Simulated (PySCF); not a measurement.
The numbers below are computed, except where a source is named.
CH6FO2Si2

The system: CH6FO2Si2, a small molecule (built as: C site whose three back bonds go to SiH3, OSiH3, F; end group O); neutral, doublet. The structure, one conformer, was relaxed in the gas phase by PBE0-D3(BJ)/def2-SVP. No frequency run checks that it is a minimum.

SMILES: [O]C(F)([SiH3])O[SiH3]

| atom | x (Å) | y (Å) | z (Å) |
| --- | --- | --- | --- |
| C1 | 0.814 | 0.339 | -0.443 |
| Si2 | -0.346 | -0.770 | -1.734 |
| O3 | 0.800 | -0.229 | 0.792 |
| Si4 | -0.234 | 0.409 | 1.991 |
| F5 | 2.077 | 0.232 | -0.942 |
| O6 | 0.166 | 1.399 | -0.681 |
| H7 | -1.720 | -0.769 | -1.171 |
| H8 | -0.264 | -0.154 | -3.080 |
| H9 | 0.251 | -2.138 | -1.715 |
| H10 | -1.653 | 0.295 | 1.555 |
| H11 | 0.023 | -0.463 | 3.165 |
| H12 | 0.124 | 1.823 | 2.280 |

EPR values by unrestricted B3LYP, IGLO-III on C F O Si, pcH-1 on H.

Problem. Predict g and the largest hyperfine couplings. Where does the spin sit?

Solution. g = 2.0021, 2.0061, 2.0075. The spin sits on O6 (47 %, bonded to 1 C) by Mulliken populations.
| atom | isotope | isotropic (MHz) | dipolar, principal values (MHz) |
| --- | --- | --- | --- |
| F5 | 19F | 227.5 | -116.6, -110.1, 226.7 |
| Si2 | 29Si | -222.2 | -71.2, 33.5, 37.7 |
| O6 | 17O | -42.1 | -149.6, 74.0, 75.6 |
| H9 | 1H | 89.9 | -5.3, 0.0, 5.3 |
| O3 | 17O | -42.7 | -23.4, 11.4, 12.0 |
| C1 | 13C | 33.6 | -17.2, -12.2, 29.3 |

Problem. How do the isotropic couplings move with BHandHLYP?

Solution. F5 227.5 to 229.5 MHz, Si2 -222.2 to -210.3 MHz, O6 -42.1 to -64.8 MHz, H9 89.9 to 89.7 MHz.

The 2 runs behind this took 2.6 min in all, one thread each of Arm Neoverse V2 on a shared host, launched as `OMP_NUM_THREADS=1 python cluster_run.py task.json out`.
